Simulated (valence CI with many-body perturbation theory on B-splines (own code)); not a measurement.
**Sensitivity of CI+MBPT for Xe15+**

Computed by relativistic CI+MBPT: three valence electrons over a frozen Dirac-Fock core [Kr], radial functions for each j: 6 s, 6 p, 5 d, 5 f, 1 g, with the one-electron correlation potential Σ1 (screened to all orders), the two-electron term Σ2, the three-electron term Σ3, Breit, model QED; selected single and double excitations, second order for the rest (own B-spline code, finite nucleus).

No measured spectrum was set against this ion. As an estimate, terms of the open shell hold to 2 to 4 % of their energy, and close levels can change places. Only levels of the ground parity were solved; by the run's estimate the other parity begins above the list, which can be wrong where configurations are misplaced.

The reference run has the lowest level 4d³ ⁴F_3/2 and an ionisation energy of 374.316 eV. Its largest variational space holds 2717 state functions.

Names give the largest LS component (configuration and term), which can be under half, so a name can repeat, a term be missing and a line seem to break the LS rules; names also repeat where a configuration has a term twice. Letters in brackets count levels of one name in rising energy.

Changed runs:
A. highest l in the core sums 6 → 7
B. shift of the energy in Σ1 (hartree) 0 → 3.6
C. correlating orbitals by l 3 3 3 3 1 → 5 1 4 0 3; highest l with Σ1, explicit Σ2 and valence Breit (higher l get mean screening factors) 3 → 2
D. logarithmic knot step 0.27 → 0.8 (bad on purpose)

Excitation energies of the reference run in cm⁻¹, and shifts in cm⁻¹:

```csv
Level,Reference,A,B,C,D
4d³ ⁴F_5/2,11474,-2.1,+226,-59,+15
4d³ ⁴F_7/2,20974,-2.8,+338,-25,+29
4d³ ⁴F_9/2,27458,-2.3,+338,+84,+43
4d³ ⁴P_3/2,29092,0,+157,+157,+41
4d³ ⁴P_1/2,33145,-0.9,+229,+89,+38
4d³ ²G_7/2,44086,-1.9,+415,+307,+67
4d³ ²H_9/2,45540,-2.5,+447,+295,+78
4d³ ⁴P_5/2,47345,-2.5,+439,+123,+60
4d³ ²D_3/2 [a],54313,-2.1,+495,+341,+77
4d³ ²P_1/2,57872,-2.2,+519,+267,+95
4d³ ²H_11/2,61278,-2.5,+527,+476,+112
4d³ ²D_5/2 [a],67001,-2.2,+573,+442,+86
Ionisation energy (eV),374.316,-0.021,+0.641,-0.032,+0.629
```
